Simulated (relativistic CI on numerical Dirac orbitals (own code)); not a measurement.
Ti3+: resonant inelastic scattering at the M2,3 edge

Computed with this model: Dirac-Coulomb-Breit CI, KLI orbitals optimised for each configuration, QED by a radiative potential, valence Slater integrals scaled by 0.8, Kramers-Heisenberg scattering through one core-hole configuration in a parametric crystal field; configurations [Ar] 3d → [Ne] 3s2 3p5 3d2; 300 K; core-hole width 0.8 eV; summed over polarisations. Incident energies are the highest absorption maxima for each field (at most a few, so the weaker spin-orbit partner edge can be absent), on the computed scale of the free ion. Intensities are in per cent of the strongest line above 0.02 eV; levels within 1 cm⁻¹ are merged; final levels count from the ground level, the first row holds all elastic scattering, lines under 0.4 are left out and each table stops after 24 rows. The scale of the Slater integrals is a model choice and moves the terms in proportion.

Field parameters in Wybourne normalisation: Oh B⁴₀ = 21Dq, B⁴₄ = √(5/14) B⁴₀. The field is a parameter set, without covalency.

S is read from ⟨S²⟩ = S(S + 1).

Oh, 10Dq = 4100 cm⁻¹:

```csv
Final level (eV),Degeneracy,Irrep,S,44.7 eV,48.3 eV,49.1 eV
0.000,4,Γ8,0.50,193.7,177.4,337.1
0.027,2,Γ7,0.50,12.8,41.4,85.4
0.519,4,Γ8,0.50,85.8,100.0,99.0
```

Oh, 10Dq = 9300 cm⁻¹:

```
Final level (eV)  Degeneracy  Irrep     S  44.9 eV  48.9 eV
           0.000           4     Γ8  0.50    257.1    386.3
           0.026           2     Γ7  0.50     14.7    100.0
           1.162           4     Γ8  0.50     82.7     66.2
```

For the first field the strongest loss at the lowest incident energy is the level at 0.52 eV (S = 0.50, against 0.50 in the thermal ground state).
